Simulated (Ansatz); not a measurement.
A made-up structure of ZnHSO (charge -1), closed shell:

```
atom    x (Å)    y (Å)    z (Å)
  O1  -0.1077   0.0623   1.9837
 Zn2  -0.2506   0.1319   0.5872
  S3  -0.4518   0.2309  -1.2385
  H4   0.8101  -0.4250  -1.3324
```

It is relaxed with PBE-D4/def2-SVPD and then PBE0-D4/def2-TZVPD (Ansatz 0.2.0). Atoms count as bonded within 1.22 times the sum of their covalent radii (H–H: 0.88 Å). The end point is not checked to be a true minimum.

(1) Does its bonding change? (A judgement: the text doesn't fix the answer.)

Results:

(1) The calculation gives: No: no bond forms or breaks.

Where it ends: The first stage lowers the energy by 4.38 eV in 7 steps. It ends as ZnHSO ([O][Zn][SH]), total charge -1:
```xyz
4
angstrom
O -0.1759 0.0990 2.4410
Zn -0.2556 0.1351 0.7343
S -0.3746 0.1899 -1.4957
H 0.8061 -0.4240 -1.6796
```

Labels in which every atom is bracketed show which atoms are joined, not bond orders.

For scale, one of the runs: PBE0-D4/def2-TZVPD relaxation, 146 basis functions, launched by `ansatz run in.yaml --threads 2 --pin off --events-out ev --progress --plain --max-ram 4352MiB`. Hardware: 2 CPU threads of an Arm Neoverse V1, shared host. Wall time about 19 s.
